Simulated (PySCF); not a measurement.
GeS: mean field, correlation and small terms against distance

State: ¹Σ⁺, singlet, closed shell. RHF-based CCSD(T) in PySCF 2.14 with Ge cc-pwCVDZ-PP with ECP10, S aug-cc-pV(D+d)Z and Ge cc-pwCVTZ-PP with ECP10, S aug-cc-pV(T+d)Z (frozen core orbitals: 9; scalar-relativistic core potentials). Correlation energies are extrapolated as n⁻³ (n = 2, 3), Hartree–Fock as (n+1)·exp(−9√n). CV is the change on freezing 5 orbitals instead, in Ge cc-pwCVTZ-PP with ECP10, S cc-pwCVTZ. All energies in eV from Ge + S.

| R (Å) | HF/CBS | CCSD corr. | (T) | CV | total |
| --- | --- | --- | --- | --- | --- |
| 1.7801 | -2.239 | -2.038 | -0.2822 | -0.0350 | -4.594 |
| 1.8610 | -2.900 | -2.037 | -0.3036 | -0.0274 | -5.269 |
| 1.9419 | -3.195 | -2.052 | -0.3292 | -0.0213 | -5.597 |
| 2.0229 | -3.225 | -2.078 | -0.3591 | -0.0165 | -5.678 |
| 2.1038 | -3.067 | -2.114 | -0.3933 | -0.0127 | -5.586 |
| 2.2049 | -2.690 | -2.168 | -0.4424 | -0.0092 | -5.309 |
| 2.3061 | -2.187 | -2.229 | -0.4988 | -0.0067 | -4.921 |

A fit to the total gives Re = 2.0155 Å, De = 5.679 eV, ωe = 574.7 cm⁻¹, Be = 0.1859 cm⁻¹ (masses 73.9212 and 31.9721 u).

Problem. At R = 2.0229 Å the CCSD correlation energy is -0.465755 hartree in the smaller basis and -0.708342 in the larger. Extrapolate it.

Solution. (3³·E3 − 2³·E2)/(3³ − 2³) = -0.81048 hartree; the larger basis holds 87.4 % of it.

The T1 diagnostic is 0.022, large enough to doubt a single reference. The open-shell atoms are computed with UHF. Spin–orbit coupling, excitations beyond (T) and corrections to the Born–Oppenheimer picture are left out.
